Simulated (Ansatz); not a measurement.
Two isomers of C2H6BFS: A = `CB(S)CF`, B = `BCSCF`.

Calculated with Ansatz (gas phase, PBE0-D4/def2-TZVP geometries, no zero-point term in ΔE). CCSD(T)/CBS is the MP2 limit (def2-TZVPP, def2-QZVPP) plus CCSD(T) − MP2 in def2-TZVPP, frozen cores. DFT in def2-TZVPP. B3LYP here is the variant with VWN-RPA as its local correlation; programs differ in this. One conformer a species, not always the lowest.

A:

Z-matrix (Å, degrees):
```
C
B 1 1.557
H 1 1.096 2 109.4
H 1 1.096 2 109.3 3 114.5
H 1 1.090 2 115.0 3 -122.8
S 2 1.792 1 119.2 3 123.0
C 2 1.575 1 121.7 3 -56.9
H 6 1.346 2 99.1 1 179.9
F 7 1.390 2 112.9 1 -0.6
H 7 1.098 2 111.0 1 -121.6
H 7 1.098 2 110.8 1 120.2
```

B:

Z-matrix (Å, degrees):
```
C
S 1 1.799
B 1 1.551 2 115.0
H 1 1.096 2 111.3 3 -128.2
H 1 1.104 2 109.2 3 115.7
C 2 1.778 1 100.5 3 -174.0
H 3 1.195 1 122.2 2 13.0
H 3 1.196 1 118.2 2 -169.6
F 6 1.382 2 112.9 1 70.8
H 6 1.093 2 110.8 1 -49.7
H 6 1.092 2 107.0 1 -169.8
```

(1) Which isomer does CCSD(T)/CBS put lower? Give the gap. (An estimate is asked.)

(2) Give E(B) − E(A) in kcal/mol with CCSD/def2-TZVPP, B3LYP-D4, PBE-D4, B2PLYP, MP2/def2-TZVPP, HF/def2-TZVPP, r2SCAN-D4. (Best estimate.)

Largest T1 diagnostic: 0.012.

Answers

(1) Computed: A, by 44.3 kcal/mol.

(2) The calculation gave: CCSD/def2-TZVPP 45.0, B3LYP-D4 44.5, PBE-D4 45.1, B2PLYP 44.5, MP2/def2-TZVPP 45.2, HF/def2-TZVPP 42.4, r2SCAN-D4 46.1. None reverses the order clearly.

In def2-TZVPP, CCSD(T) changes the Hartree–Fock value by +2.8 kcal/mol (the triples alone add +0.1 kcal/mol) and MP2 by +2.8 kcal/mol.
